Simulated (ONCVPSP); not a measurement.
## An all-electron radial function and its pseudo partner (Ge (Z = 32))

Columns: radius, all-electron u(r) and pseudo u(r) of the 3d shell (level -29.31 eV) of germanium in the configuration [Ne] 3s2 3p6 3d10 4s2 4p2; PBEsol, scalar-relativistic, ONCV scheme, ONCVPSP 4.0.1.

```
r (bohr)  all-electron  pseudo
   0.062        0.0567  0.0162
   0.125        0.2603  0.1188
   0.188        0.5234  0.3378
   0.250        0.7616  0.6247
   0.312        0.9442  0.9015
   0.375        1.0668  1.1028
   0.438        1.1318  1.1987
   0.500        1.1513  1.2092
   0.562        1.1387  1.1725
   0.625        1.1034  1.1168
   0.688        1.0536  1.0568
   0.750        0.9964  0.9966
   0.812        0.9350  0.9348
   0.875        0.8714  0.8712
   0.938        0.8083  0.8082
   1.000        0.7481  0.7480
   1.062        0.6905  0.6904
   1.125        0.6352  0.6350
   1.188        0.5832  0.5831
   1.250        0.5355  0.5354
   1.312        0.4912  0.4911
   1.375        0.4495  0.4494
   1.438        0.4112  0.4111
   1.500        0.3764  0.3763
   1.562        0.3444  0.3443
   1.625        0.3146  0.3145
```

(1) How many radial nodes do the two functions have?

(2) At about which radius was the pseudo-wave matched?

(3) Is the pseudo-wave norm-conserving?

Results:

(1) The all-electron 3d function has n − l − 1 = 0; the pseudo-wave has 0.

(2) 0.85 bohr. The columns agree to 0.0005 from 0.75 bohr on; several derivatives are matched, so the curves merge somewhat inside the radius.

(3) Yes: the ONCV scheme keeps the norm inside the radius equal to the all-electron one, which fixes the energy derivative of the logarithmic derivative at the level.
